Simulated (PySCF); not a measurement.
# Absolute configuration from chiroptical data

Method used: PySCF, TDDFT PBE0/aug-cc-pVDZ circular dichroism and optical rotation, one conformer, gas phase. Geometry: GFN2-xTB.

States above about 6.9 eV lie in this functional's continuum (it starts at minus the energy of the highest occupied orbital, well below the true ionisation energy for most functionals) and depend on the basis.

Values for one enantiomer of C7H7N, R in 10⁻⁴⁰ esu² cm² (velocity form):
| λ (nm) | f | R |
| --- | --- | --- |
| 290 | 0.062 | +40.0 |
| 213 | 0.017 | +11.4 |
| 212 | 0.003 | +12.4 |
| 207 | 0.005 | -2.9 |
| 196 | 0.095 | -4.9 |
| 195 | 0.022 | -8.2 |
| 194 | 0.018 | -16.9 |
| 193 | 0.024 | -11.5 |
| 192 | 0.036 | +13.4 |
| 179 | 0.012 | -3.4 |
| 177 | 0.022 | +9.2 |
| 174 | 0.050 | -36.9 |

[α] at 589.3 nm: +619 deg dm⁻¹ (g/mL)⁻¹ (origin-invariant length gauge).

**Question.** Which structure gives these signs?
A. C[C@]12C=C(C#N)[C@H]1C2
B. C[C@@]12C=C(C#N)[C@@H]1C2

**Answer.** B. Its CIP labels in SMILES order are R, R; the other enantiomer gives every sign reversed.

Geometry of C[C@@]12C=C(C#N)[C@@H]1C2 as run:
```xyz
15

C    -1.980    0.249   -0.499
C    -0.589    0.149    0.039
C     0.017   -1.055    0.722
C     1.217   -0.885    0.138
C     2.462   -1.499    0.227
N     3.494   -2.004    0.272
C     0.757    0.349   -0.627
C     0.275    1.337    0.401
H    -2.080    1.134   -1.124
H    -2.699    0.317    0.317
H    -2.221   -0.628   -1.098
H    -0.369   -1.739    1.454
H     1.008    0.602   -1.641
H    -0.055    2.298    0.030
H     0.759    1.383    1.367
```
